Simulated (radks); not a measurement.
Q: Coulomb parameter of the 3d shell of neutral vanadium in the model configuration [Ar] 3d4 4s1, as a second difference U = [E(n + 0.25) + E(n - 0.25) - 2 E(n)] / (0.25)^2 with all orbitals relaxed. "Bare": the charge of the atom changes with n. "Screened": the 4s shell takes up the change at fixed total charge, which measures U(3d,3d) + U(4s,4s) - 2 U(3d,4s). Method: Dirac Kohn-Sham, PBE, spin-unpolarised, spherical densities, point nucleus; open shells are shared between the two j in proportion to 2j + 1; computed with a radial shooting solver on a logarithmic mesh with Libxc functionals. Estimate both.

A: U(bare) = 7.715 eV, U(screened by 4s) = 1.350 eV. The step up makes a negative ion, whose loosely bound charge lowers the bare value.
